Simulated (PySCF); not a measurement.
AlH₃, SMILES [AlH3].

Coordinates come from a ωB97X-D3(BJ)/def2-TZVPD optimisation. The isomer is the one that the SMILES or the coordinates give; other isomers of the formula were not compared.

These are ωB97X-D3(BJ)/def2-TZVPD (PySCF) values and carry that method's errors.

Frequencies are harmonic and unscaled.

Modes within 1.5 cm⁻¹ of each other (mostly degenerate sets) share a row, with their intensities summed.

```json
[
 {"mode": "1", "ν (cm⁻¹)": "718", "IR (km/mol)": "347.4", "Raman (Å⁴/amu)": "0.0", "depolarisation": "–", "moving atoms (share of kinetic energy)": "H 90 %, Al 10 %"},
 {"mode": "2–3", "ν (cm⁻¹)": "803", "IR (km/mol)": "444.0", "Raman (Å⁴/amu)": "9.6", "depolarisation": "0.75", "moving atoms (share of kinetic energy)": "H 95 %"},
 {"mode": "4–6", "ν (cm⁻¹)": "1953", "IR (km/mol)": "545.4", "Raman (Å⁴/amu)": "492.7", "depolarisation": "0.03", "moving atoms (share of kinetic energy)": "H 100 %"}
]
```
